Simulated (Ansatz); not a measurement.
Born–Oppenheimer molecular dynamics of GeH$_{4}$O$_{2}$ (7 atoms, charge 0, multiplicity 1). It starts from a relaxed structure.

Level of theory: RKS B3LYP/def2-SVP in Ansatz 0.2.0.

| Quantity | Value |
| --- | --- |
| ensemble | NVE (velocity Verlet) |
| time step | 0.5 fs |
| steps asked | 150 |
| starting velocities drawn for | 1000 K |
| masses | H 3.016 u |
| seed | 729837 |

First frame:

```xyz
7
Properties=species:S:1:pos:R:3
Ge -0.145 0.044 -0.096
O -0.343 0.208 1.670
H -0.252 -0.623 2.154
O 1.575 -0.083 -0.555
H 1.972 -0.942 -0.359
H -0.616 1.375 -0.681
H -0.906 -1.213 -0.583
```

Task: How far do the bonds stretch over the last three quarters of this one trajectory? (Pairs bonded in most of those frames.)

Result: 
| bond | mean (Å) | spread (Å) | shortest | longest |
| --- | --- | --- | --- | --- |
| Ge1–O2 | 1.781 | 0.011 | 1.76 | 1.79 |
| Ge1–O4 | 1.788 | 0.029 | 1.74 | 1.83 |
| Ge1–H6 | 1.531 | 0.008 | 1.52 | 1.55 |
| Ge1–H7 | 1.575 | 0.098 | 1.43 | 1.71 |
| O2–H3 | 0.970 | 0.012 | 0.95 | 0.99 |
| O4–H5 | 0.967 | 0.004 | 0.96 | 0.97 |

Mean temperature of the second half: 500 K. The conserved energy stayed within 0.11 meV per atom of its start (net change 0.1 meV per atom), so the integration is sound. Over the second half the temperature averaged 0.50 of the 1000 K drawn at the start: a run that starts near a minimum puts about half its kinetic energy into the potential. A run of 0.075 ps of so small a system gives no equilibrium averages.

The run took 3.4 min on 1 thread of Intel(R) Xeon(R) 6975P-C (Granite Rapids), with other jobs on the host, peak memory 0.17 GiB.
